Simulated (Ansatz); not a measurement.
Potential energy curve for ClLi, singlet.

Computed with restricted PBE0/cc-pVDZ run with Ansatz (a quantum-chemistry and plane-wave program).

The batch members p0 to p11 hold the bond at 1.67, 1.80, 1.89, 2.01, 2.07, 2.19, 2.24, 2.34, 2.39, 2.50, 2.62, 2.71 Å.

Ansatz input:

Ansatz 0.2 input:
```yaml
# input.yaml
basis:
  gaussian: { orbitals: cc-pvdz }
hamiltonian:
  xc: pbe0
batch:
  members: [p0.yaml, p1.yaml, p2.yaml, p3.yaml, p4.yaml, p5.yaml, p6.yaml, p7.yaml, p8.yaml, p9.yaml, p10.yaml, p11.yaml]

# p6.yaml, one of the 12 members of this batch
crystal:
  periodic: [false, false, false]
  atoms:
    - { symbol: Cl, position_ang: [0.0, 0.0, 0.0] }
    - { symbol: Li, position_ang: [0.0, 0.0, 2.24] }
total_charge: 0
magnetization:
  spin_polarized: false
```

Lines of the output on each member:

```
Member 6: Total energy: -12724.61938273 eV, -467.6211372586 hartree
Member 3: Total energy: -12724.71177630 eV, -467.6245326595 hartree
Member 0: Total energy: -12723.56078267 eV, -467.5822344238 hartree
Member 1: Total energy: -12724.29703519 eV, -467.6092912049 hartree
Member 7: Total energy: -12724.49218080 eV, -467.6164626739 hartree
Member 5: Total energy: -12724.66791009 eV, -467.6229206062 hartree
Member 2: Total energy: -12724.56169409 eV, -467.6190172400 hartree
Member 4: Total energy: -12724.72520054 eV, -467.6250259913 hartree
Member 8: Total energy: -12724.41715673 eV, -467.6137055901 hartree
Member 9: Total energy: -12724.23428985 eV, -467.6069853564 hartree
Member 10: Total energy: -12724.01767210 eV, -467.5990248007 hartree
Member 11: Total energy: -12723.84985793 eV, -467.5928577438 hartree
```

The restricted form behind RKS-PBE0 keeps the bonding electrons paired and can't separate into open-shell fragments.
